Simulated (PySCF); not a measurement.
Nuclear quadrupole coupling in `[SiH3]/C=P/N([SiH3])[SiH3]`

Compound: CH₁₀NPSi₃.
Z-matrix (Å and degrees, GFN2-xTB geometry), rows numbered from 1:
```
Si
C   1  1.8701
P   2  1.6756  1  122.53
N   3  1.7067  2  106.56  1  -176.88
Si  4  1.7593  3  111.42  2  -164.42
Si  4  1.7469  3  124.53  2    16.86
H   1  1.4623  2  110.04  3   -11.13
H   1  1.4687  2  109.28  3  -132.09
H   1  1.4700  2  110.26  3   109.64
H   2  1.0820  1  117.34  3  -178.30
H   5  1.4583  4  106.71  3   175.22
H   5  1.4636  4  107.40  3    55.51
H   5  1.4627  4  107.83  3   -64.36
H   6  1.4654  4  109.25  3   -78.60
H   6  1.4624  4  107.74  3    43.25
H   6  1.4578  4  106.01  3   161.88
```

Field gradients from the PBE0/pcSseg-1 density (PySCF, non-relativistic), principal values in atomic units, ordered |Vxx| ≤ |Vyy| ≤ |Vzz|:

```tsv
atom	Vxx	Vyy	Vzz
N4	0.1600	0.3966	-0.5566
```

Problem. Find the asymmetry η = (Vxx − Vyy)/Vzz and the couplings χ = eQV/h (234.96 MHz × Q in barn × V in au), with Q(14N) = 0.02044 b.

Solution. 
| atom | environment | nucleus | η | χzz (MHz) | χxx (MHz) | χyy (MHz) |
| --- | --- | --- | --- | --- | --- | --- |
| N4 | nitrogen bridging silicon atoms | 14N | 0.43 | -2.673 | 0.768 | 1.905 |

The tensor is traceless: Vxx + Vyy + Vzz = 0.

Problem. What is Vzz at N4 in SI units (1 au = 9.71736 × 10²¹ V/m²)?

Solution. -0.5566 au = -5.409 × 10²¹ V/m².

Problem. And the gradient at the other heavy atoms, for which no coupling is worked out here?

Solution. 
| atom | environment | Vzz (au) | η |
| --- | --- | --- | --- |
| Si1 | SiH3 silicon | 0.162 | 0.17 |
| C2 | carbon bonded to P, Si and H | 0.233 | 0.35 |
| P3 | phosphorus bonded to C and N | -1.698 | 0.08 |
| Si5 | SiH3 silicon | 0.498 | 0.03 |
| Si6 | SiH3 silicon | 0.471 | 0.09 |

Problem. What couplings would deuterons (Q(2H) = 0.00286 b) have in place of the hydrogens, at this geometry?

Solution. 
```json
{"atom": "H7", "bonded to": "Si1", "bond length (Å)": "1.462", "Vzz (au)": "0.1631", "η": "0.03", "χzz (kHz)": "110"}
{"atom": "H8", "bonded to": "Si1", "bond length (Å)": "1.469", "Vzz (au)": "0.1590", "η": "0.02", "χzz (kHz)": "107"}
{"atom": "H9", "bonded to": "Si1", "bond length (Å)": "1.470", "Vzz (au)": "0.1581", "η": "0.01", "χzz (kHz)": "106"}
{"atom": "H10", "bonded to": "C2", "bond length (Å)": "1.082", "Vzz (au)": "0.3376", "η": "0.09", "χzz (kHz)": "227"}
{"atom": "H11", "bonded to": "Si5", "bond length (Å)": "1.458", "Vzz (au)": "0.1631", "η": "0.05", "χzz (kHz)": "110"}
{"atom": "H12", "bonded to": "Si5", "bond length (Å)": "1.464", "Vzz (au)": "0.1593", "η": "0.04", "χzz (kHz)": "107"}
{"atom": "H13", "bonded to": "Si5", "bond length (Å)": "1.463", "Vzz (au)": "0.1606", "η": "0.03", "χzz (kHz)": "108"}
{"atom": "H14", "bonded to": "Si6", "bond length (Å)": "1.465", "Vzz (au)": "0.1592", "η": "0.01", "χzz (kHz)": "107"}
{"atom": "H15", "bonded to": "Si6", "bond length (Å)": "1.462", "Vzz (au)": "0.1606", "η": "0.02", "χzz (kHz)": "108"}
{"atom": "H16", "bonded to": "Si6", "bond length (Å)": "1.458", "Vzz (au)": "0.1639", "η": "0.05", "χzz (kHz)": "110"}
```

Isolated species at its GFN2-xTB geometry (one conformer only). GFN2-xTB frequencies show an imaginary mode (35i cm⁻¹), so this geometry is no minimum at that level. GFN2-xTB bond lengths can be off by several hundredths of an ångström, more for odd bonds, and the gradients follow them. The small basis limits the accuracy of the gradients.

These values come from a run that also computed NMR shieldings. The run took 20 s of wall time on an Arm Neoverse V2 with one thread, no GPU, on a shared host.
